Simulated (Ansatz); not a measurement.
Ansatz results at the PBE0-D4/def2-TZVP geometry: HOMO energy (PBE/def2-TZVPP) -6.52 eV; HOMO–LUMO gap (ωB97M-V/def2-TZVPP) 11.37 eV; size of the dipole moment (B3LYP/def2-TZVPP) 0.49 D.

Each molecule was computed in one conformer, which needn't be the lowest.

Problem. Which molecule gave them?
A. `C/C(O)=[N]\[SbH2]`
B. `OB(Cl)C=S`
C. `BN=CF`
D. `O[Si](F)([SiH3])S`

Solution. D. The others give `OB(Cl)C=S`: -5.97, 8.06, 1.20; `BN=CF`: -7.29, 12.19, 1.55; `C/C(O)=[N]\[SbH2]`: -5.67, 10.03, 1.13.

B3LYP here is the variant with VWN-RPA as its local correlation; programs differ in this.
